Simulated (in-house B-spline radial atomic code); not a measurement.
Radial electron density of Al II (Al+), [Ne] 3s2. Method: non-relativistic Hartree-Fock, average of configuration, point nucleus. Calculated with a radial B-spline atomic code at the basis-set limit.

Columns: r (bohr), 4πr²n(r) (electrons per bohr), bar.

```
 0.00462   0.3339 #
 0.00555   0.4704 #
 0.00667   0.6599 ##
 0.00801   0.9192 ###
 0.00962    1.272 ####
  0.0116    1.756 #####
  0.0139    2.376 #######
  0.0167     3.19 ##########
    0.02    4.201 #############
  0.0241    5.486 #################
  0.0289    6.971 #####################
  0.0347    8.655 ##########################
  0.0417    10.44 ################################
  0.0501    12.16 #####################################
  0.0602    13.58 #########################################
  0.0723    14.45 ############################################
  0.0869    14.53 ############################################
   0.104    13.76 ##########################################
   0.125    12.25 #####################################
   0.151     10.4 ################################
   0.181    8.969 ###########################
   0.217    8.446 ##########################
   0.261    9.085 ############################
   0.314    10.59 ################################
   0.377    12.12 #####################################
   0.452    12.78 #######################################
   0.543    11.98 ####################################
   0.653    9.754 ##############################
   0.784    6.832 #####################
   0.942    4.092 ############
    1.13    2.218 #######
    1.36      1.3 ####
    1.63    1.058 ###
    1.96    1.027 ###
    2.36   0.9134 ###
    2.83   0.6661 ##
     3.4   0.3784 #
    4.08   0.1628 
    4.91  0.04947 
    5.89  0.01043 
    7.08 0.001359 
     8.5 0.0001037
```

On this grid the curve has 2 maxima, near 0.0869, 0.452 bohr.

The 2p radial function P(r) = rR(r), positive near the nucleus:

```
r (bohr)         P
 0.00462  0.001396
 0.00667  0.002872
 0.00962  0.005862
  0.0139   0.01191
    0.02   0.02371
  0.0289   0.04679
  0.0417   0.08994
  0.0602    0.1673
  0.0869    0.2973
   0.125    0.4935
   0.181    0.7589
   0.261     1.036
   0.377      1.22
   0.543     1.186
   0.784    0.9031
    1.13    0.5011
    1.63    0.1805
    2.36   0.03583
     3.4  0.003656
```
